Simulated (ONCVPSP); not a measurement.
Rb (Z = 37): excitation energies, all-electron against ONCV

Rb (Z = 37), optimised norm-conserving Vanderbilt (ONCV), made with ONCVPSP 4.0.1 (PBE, scalar-relativistic). Core [Ar] 3d10, reference 4s2 4p6 5s1. Waves: 4s+5s: rc 1.90 bohr, ncon 4, nbas 7, qcut 5.1 1/bohr, 3 projectors, debl 1.4 Ha; 4p: rc 2.30 bohr, ncon 4, nbas 7, qcut 5.9 1/bohr, 2 projectors, debl 2.9 Ha; d scattering state at 0.19 Ha: rc 2.30 bohr, ncon 3, nbas 6, qcut 4.6 1/bohr, 3 projectors, debl 1.4 Ha. Local part: polynomial inside 1.85 bohr (lpopt 4, dvloc0 0 Ha). Core correction: Teter function fitted to the true core (icmod 2), fcfact 0.65.

Energies are relative to the spin-unpolarised reference configuration 4s2 4p6 5s1; without spin polarisation the order of configurations can differ from experiment.

| valence configuration | charge | ΔE all-electron (eV) | error AE − PS (meV) |
| --- | --- | --- | --- |
| 4s2 4p6 5s0 | +1 | 4.154 | -0.2 |
| 4s2 4p6 5s0 5p1 | 0 | 1.520 | -1.5 |

(1) What are ΔE and the potential's error for 4s2 4p5 5s1?

(2) What are ΔE and the potential's error for 4s2 4p6 5s0.5?

Levels in the configuration 4s2 4p6 5s0 5p1:

```json
{"level": "4s", "all-electron (eV)": "-33.335", "pseudo (eV)": "-33.340"}
{"level": "4p", "all-electron (eV)": "-17.375", "pseudo (eV)": "-17.379"}
{"level": "5p", "all-electron (eV)": "-1.345", "pseudo (eV)": "-1.345"}
```

## Answers

(1) ΔE = 21.140 eV all-electron; the error (AE − PS) is -14 meV.

(2) ΔE = 1.578 eV all-electron; the error (AE − PS) is -0.1 meV.
